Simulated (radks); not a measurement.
The mean radii <r> (bohr) of the occupied orbitals of an atom or ion are listed with their occupations. All-electron calculation, scalar-relativistic Kohn-Sham, LDA (Slater exchange, Perdew-Zunger correlation), spin-polarised, spherical densities, finite nucleus; Fermi nuclear charge, rms radius of each element as measured or else 0.836 A^(1/3) + 0.57 fm. Program: a radial shooting solver on a logarithmic mesh with Libxc functionals.

orbital  occ.      <r>
1s          2  0.05223
2s          2   0.2349
2p          6   0.2060
3s          2   0.6373
3p          6   0.6375

Name the element and its charge. Open shells, if any, are filled with parallel spins first.

Answer. Z = 29, copper, charge +11: Cu11+ in [Ar]. The 1s radius gives Z: for a bare nucleus <r> = (2 gamma + 1)/(2Z) with gamma = sqrt(1 - (Z/c)^2), 0.05094 bohr for Z = 29, and screening makes it slightly larger (0.05223 here). The occupations add up to 18, and the charge is Z minus that.
